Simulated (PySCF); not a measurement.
Cl2H3NOSi.

```xyz
8

N     -1.4783     1.1461     0.5719
Si    -0.3720    -0.0320     0.0268
O     -1.2414    -1.3876    -0.3750
Cl     0.9784    -0.3430     1.5642
Cl     0.7692     0.4698    -1.6523
H     -2.2665     1.4214    -0.0178
H     -1.1528     1.9071     1.1697
H     -0.8026    -1.9576    -1.0315
```

Geometry: PBE-D3(BJ)/def2-SVP. The structure was generated by enumeration, and PubChem lists no compound with its InChIKey, so it may never have been made. Other conformers were not sampled.

Calculation: PBE/pcSseg-1 in PySCF. Non-relativistic, no solvent.

Computed absolute GIAO shielding of each atom: isotropic value and principal components (ppm):
```
atom  σ(iso)    σ11    σ22     σ33   span
----  ------  -----  -----  ------  -----
N1     214.4  187.6  201.6   254.1   66.5
Si2    351.2  325.2  341.2   387.2   62.0
O3     224.5  183.5  213.9   275.9   92.4
Cl4    810.5  691.9  721.7  1018.0  326.0
Cl5    778.8  651.9  686.1   998.4  346.5
H6      29.6   23.0   25.3    40.6   17.6
H7      29.7   23.1   26.8    39.1   16.0
H8      28.8   21.7   25.3    39.3   17.6
```
